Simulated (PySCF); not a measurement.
Ionisation energy of Tl⁶⁹⁺ by level of theory

Tl⁶⁹⁺ [Ne] 3s2 (1S) → Tl⁷⁰⁺ [Ne] 3s1 (2S), as a difference of total energies. Computed with PySCF 2.14 in an uncontracted even-tempered set (17 s from 22 bohr⁻², ratio 2.5; 12 p from 29 bohr⁻², ratio 2.5; 4 d from 100 bohr⁻², ratio 2.7; 4 f from 150 bohr⁻², ratio 2.7), with scalar relativity by spin-free X2C-1e. Correlated levels: outer shells: 1s2 frozen; virtual orbitals above 40 to 60 times the deepest correlated orbital energy dropped. The calculations carry no spin-orbit coupling.

```json
{"method": "UHF", "ionisation energy (eV)": "8737.3"}
{"method": "LDA", "ionisation energy (eV)": "8742.6"}
{"method": "PBE", "ionisation energy (eV)": "8748.2"}
{"method": "PBE0", "ionisation energy (eV)": "8745.8"}
{"method": "r2SCAN", "ionisation energy (eV)": "8736.7"}
{"method": "PW91", "ionisation energy (eV)": "8749.2"}
{"method": "TPSS", "ionisation energy (eV)": "8744.5"}
{"method": "MP2 (outer shells)", "ionisation energy (eV)": "8740.6"}
{"method": "SCS-MP2 (outer shells)", "ionisation energy (eV)": "8741.0"}
```

Q: How much does correlation contribute at MP2 (outer shells)?

A: 8740.6 − (8737.3) = 3.3 eV, measured against UHF.

Breit and QED terms and the two-electron picture change are absent.

For comparison: 8730 ± 50 eV (theoretical estimate listed by NIST; NIST Atomic Spectra Database, ionization energies).
